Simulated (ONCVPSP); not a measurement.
**What one change does to a pseudopotential (oxygen (O), ONCV)**

- Element: oxygen
- Generator: ONCVPSP 4.0.1
- Type: optimised norm-conserving Vanderbilt (ONCV)
- Functional: PBE
- Relativity: fully relativistic
- Frozen core: [He]
- Valence charge: 6
- Reference configuration: 2s2 2p2 (charge +2)
- Partial waves: 2s: rc 0.80 bohr, ncon 4, nbas 7, qcut 8.5 1/bohr, 2 projectors, debl 2.4 Ha; 2p: rc 1.95 bohr, ncon 4, nbas 8, qcut 6.7 1/bohr, 2 projectors, debl 3.8 Ha
- Local potential: polynomial inside 0.70 bohr (lpopt 5, dvloc0 6 Ha)
- Core correction: none

Open shells are filled in proportion to 2j + 1.

All-electron outer shells of the reference configuration (PBE, scalar-relativistic, ld1.x):

```csv
shell,level (eV),outermost node (bohr),outermost maximum (bohr)
1s,-557.75,–,0.13
2s,-58.35,0.27,0.84
2p,-43.24,–,0.75
```

Change: all radii scaled by about 0.87 (s 0.70, p 1.70 bohr); local potential polynomial inside 0.62 bohr (lpopt 5, dvloc0 6 Ha).

Cutoffs: the cutoffs (Ha) at which the residual kinetic energy of the hardest occupied pseudo-wave falls to 1 and 0.1 mHa per electron; they do not see the model core or the augmentation charge, which bear on the density cutoff. Errors are all-electron minus pseudo energies relative to the spin-unpolarised reference configuration.

Q: How do hardness, ghosts and transferability respond?

A: The potential gets softer (66 Ha and 166 Ha → 50 Ha and 161 Ha); of the 4 tests that both files solve, the error grows in 0 and shrinks in 4 by more than 15 % and 0.3 meV (median size 767.4 → 530.6 meV); neither file shows a bound ghost. Less of the atom is replaced, so other configurations are described better.

```csv
quantity,base,changed
"cutoff, loose",66 Ha,50 Ha
"cutoff, tight",166 Ha,161 Ha
loose cutoff by channel,"s 66 Ha, p 18 Ha","s 50 Ha, p 20 Ha"
bound ghosts,none,none
GHOST(+) flags under 300 eV,none,none
"error for 2s2 2p4, meV [ΔE -50.02 eV]",+879,+582
"error for 2s2 2p3, meV [ΔE -33.59 eV]",+343,+235
"error for 2s2 2p1, meV [ΔE 53.87 eV]",+656,+479
"error for 2s0 2p6, meV [ΔE -20.08 eV]",+2106,+1469
```
